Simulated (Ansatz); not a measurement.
`[NH2][Ga]([NH2])[Cl]` and `[CH3][Ga]([NH2])[Cl]` differ in one atom or group.

Ansatz, PBE0-D4/def2-TZVP geometries, multiplicity 1. Each molecule was computed in one conformer, which needn't be the lowest.

Scalar relativity is left out up to krypton.

| property | `[NH2][Ga]([NH2])[Cl]` |
| --- | --- |
| size of the dipole moment (ωB97M-V/def2-TZVPP) / D | 2.63 |
| HOMO energy (ωB97M-V/def2-TZVPP) / eV | -9.73 |
| HOMO–LUMO gap (PBE0/def2-TZVPP) / eV | 7.07 |
| HOMO energy (PBE/def2-TZVPP) / eV | -5.91 |
| LUMO energy (B3LYP/def2-TZVPP) / eV | -0.63 |
| HOMO energy (B3LYP/def2-TZVPP) / eV | -7.10 |

Problem. What does the change do to each property? (Best estimate.)

Solution. The calculation gave: 
| property | `[CH3][Ga]([NH2])[Cl]` | shift |
| --- | --- | --- |
| size of the dipole moment (ωB97M-V/def2-TZVPP) / D | 2.85 | 0.22 |
| HOMO energy (ωB97M-V/def2-TZVPP) / eV | -9.91 | -0.18 |
| HOMO–LUMO gap (PBE0/def2-TZVPP) / eV | 7.37 | 0.30 |
| HOMO energy (PBE/def2-TZVPP) / eV | -6.14 | -0.23 |
| LUMO energy (B3LYP/def2-TZVPP) / eV | -0.42 | 0.21 |
| HOMO energy (B3LYP/def2-TZVPP) / eV | -7.28 | -0.18 |

With PBE0 the HOMO falls by 0.17 eV and the LUMO rises by 0.13 eV, so the gap widens by about 0.30 eV. PBE moves the HOMO by -0.23 eV and ωB97M-V by -0.18 eV. The zero-point energy changes by 27.7 kJ/mol with +3 modes. Dipoles are sizes alone; their direction can turn.

B3LYP here is the variant with VWN-RPA as its local correlation; programs differ in this.
